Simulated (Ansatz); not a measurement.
ClHIIn (`[Cl][InH][I]`), relaxed with RKS PBE0-D4/def2-TZVP in Ansatz 0.2.0 from a PBE-D4/def2-SVP geometry. The force threshold is 0.005 eV/Å; the program also tests the step.

Total charge 0; spin multiplicity 1. In, I: def2 effective core potential.

Start:

```xyz
4

Cl   -1.757    0.487    1.362
In   -0.083   -0.190   -0.166
I     2.240    1.119    0.138
H    -0.399   -1.417   -1.334
```

Q: By how much does the energy fall, and how many steps does the optimiser take? (Estimate.)

A: Ansatz gave: 2.69 kJ/mol, in 3 steps.

Q: Which bonds change most? (An estimate is asked.)

A: Computed: In2–I3 from 2.684 to 2.638 Å; Cl1–In2 from 2.366 to 2.321 Å; In2–H4 from 1.724 to 1.700 Å.

Q: Give the relaxed structure. (Best estimate.)

A: Ansatz gave: 
```xyz
4

Cl   -1.720    0.482    1.338
In   -0.082   -0.188   -0.163
I     2.199    1.103    0.141
H    -0.396   -1.397   -1.316
```
